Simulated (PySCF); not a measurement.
HClO, charge +1, doublet, at a GFN2-xTB geometry (a state made from the parent by changing its charge; the spin is typed, not shown lowest); DF-WB97M-V/6-311G** in PySCF.

Input for PySCF:
```python
from pyscf import gto, scf, dft

mol = gto.M(
    atom='''
O    -0.04383216    1.02148558    0.01469068
H    -0.96672120    1.40203158    0.00503415
Cl    0.07749285   -0.56317154   -0.00720939
''',
    basis='6-311g**',
    charge=1,
    spin=1,
    verbose=4,
)

mf = dft.UKS(mol)
mf.xc = 'wb97m_v'
mf = mf.density_fit(auxbasis='def2-universal-jkfit')
mf.kernel()
```

It wrote (shortened):

```
PySCF version 2.14.0

[INPUT] verbose = 4
[INPUT] num. atoms = 3
[INPUT] num. electrons = 25
[INPUT] charge = 1
[INPUT] spin (= nelec alpha-beta = 2S) = 1
[INPUT] symmetry False subgroup None
[INPUT] Mole.unit = angstrom
[INPUT] Symbol           X                Y                Z      unit          X                Y                Z       unit  Magmom
[INPUT]  1 O     -0.043832160000   1.021485580000   0.014690680000 AA   -0.082830777848   1.930327986392   0.027761361784 Bohr   0.0
[INPUT]  2 H     -0.966721200000   1.402031580000   0.005034150000 AA   -1.826838306811   2.649455704191   0.009513164770 Bohr   0.0
[INPUT]  3 Cl     0.077492850000  -0.563171540000  -0.007209390000 AA    0.146440263112  -1.064239971750  -0.013623772625 Bohr   0.0

nuclear repulsion = 53.5616686982253
number of shells = 24
number of NR pGTOs = 87
number of NR cGTOs = 50
basis = 6-311g**
ecp = {}

******** <class 'pyscf.df.df_jk.DFUKS'> ********
method = DFUKS
initial guess = minao
damping factor = 0
level_shift factor = 0
DIIS = <class 'pyscf.scf.diis.CDIIS'>
diis_start_cycle = 1
diis_space = 8
diis_damp = 0
SCF conv_tol = 1e-09
SCF conv_tol_grad = None
SCF max_cycles = 50
direct_scf = False
number electrons alpha = 13  beta = 12
XC library pyscf.dft.libxc version 7.1.2
    S. Lehtola, C. Steigemann, M. J. T. Oliveira, and M. A. L. Marques,  SoftwareX 7, 1–5 (2018)
XC functionals = wb97m_v
    N. Mardirossian and M. Head-Gordon,  J. Chem. Phys. 144, 214110 (2016)
radial grids:
    Treutler-Ahlrichs [JCP 102, 346 (1995); DOI:10.1063/1.469408] (M4) radial grids

becke partition: Becke, JCP 88, 2547 (1988); DOI:10.1063/1.454033
pruning grids: <function nwchem_prune>
grids dens level: 3
symmetrized grids: False
atomic radii adjust function: <function treutler_atomic_radii_adjust>
** Following is NLC and NLC Grids **
NLC functional = wb97m_v
radial grids:
    Treutler-Ahlrichs [JCP 102, 346 (1995); DOI:10.1063/1.469408] (M4) radial grids

becke partition: Becke, JCP 88, 2547 (1988); DOI:10.1063/1.454033
pruning grids: <function nwchem_prune>
grids dens level: 3
symmetrized grids: False
atomic radii adjust function: <function treutler_atomic_radii_adjust>
small_rho_cutoff = 0
Set gradient conv threshold to 3.16228e-05
tot grids = 42776
tot grids = 42776
******** <class 'pyscf.df.df.DF'> ********
auxbasis = def2-universal-jkfit
Create RSH-DF object <pyscf.df.df.DF object> for omega=0.3
******** <class 'pyscf.df.df.DF'> ********
auxbasis = auxmol.basis = def2-universal-jkfit
init E= -536.086458644247

cycle= 1 E= -535.474846470604  delta_E= 0.612  |g|= 0.329  |ddm|=  1.1
cycle= 2 E= -535.520697378895  delta_E= -0.0459  |g|= 0.151  |ddm|= 0.409
cycle= 3 E= -535.527777801601  delta_E= -0.00708  |g|= 0.0142  |ddm|= 0.111
cycle= 4 E= -535.527897122652  delta_E= -0.000119  |g|= 0.00375  |ddm|= 0.0164
cycle= 5 E= -535.527909238446  delta_E= -1.21e-05  |g|= 0.00139  |ddm|= 0.00518
cycle= 6 E= -535.527911478841  delta_E= -2.24e-06  |g|= 0.000964  |ddm|= 0.00181
cycle= 7 E= -535.527912467475  delta_E= -9.89e-07  |g|= 0.000658  |ddm|= 0.00107
cycle= 8 E= -535.527913169858  delta_E= -7.02e-07  |g|= 0.0002  |ddm|= 0.00125
cycle= 9 E= -535.527913331934  delta_E= -1.62e-07  |g|= 7.92e-05  |ddm|= 0.000784
cycle= 10 E= -535.527913347238  delta_E= -1.53e-08  |g|= 1.97e-05  |ddm|= 0.00025
cycle= 11 E= -535.527913348475  delta_E= -1.24e-09  |g|= 5.6e-06  |ddm|= 7.31e-05
cycle= 12 E= -535.527913348554  delta_E= -7.82e-11  |g|= 1.78e-06  |ddm|= 1.67e-05
Extra cycle  E= -535.527913348558  delta_E= -4.77e-12  |g|= 9.82e-07  |ddm|= 3.43e-06
converged SCF energy = -535.527913348558  <S^2> = 0.75264499  2S+1 = 2.0026432
```
